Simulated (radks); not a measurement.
The hafnium ion Hf4+, [Xe] 4f14. Calculated with a radial shooting solver on a logarithmic mesh with Libxc functionals: non-relativistic Kohn-Sham, PBE, spin-polarised, spherical densities, point nucleus. Every spin shell is full or empty, so the densities are truly spherical. Functionals are evaluated on that one density, not self-consistently. Rank these exchange functionals by their error against the exact value of the orbitals, and give that value: LDA, revPBE, RPBE, PW91, PW86, WC, SOGGA, G96, APBE, revTPSS, SCAN, MS2, Tao-Mo, TASK, MVS.

Answer. Exact: -288.282 hartree. From best to worst, with 100 (|E| - |E exact|)/|E exact| (equal figures are ties): RPBE -0.04, revPBE -0.08, PW86 -0.16, MVS +0.19, SCAN +0.21, PW91 +0.22, APBE +0.44, WC -0.48, MS2 -0.50, G96 +0.64, Tao-Mo -0.67, revTPSS -0.74, SOGGA -1.72, TASK -1.79, LDA -3.84.
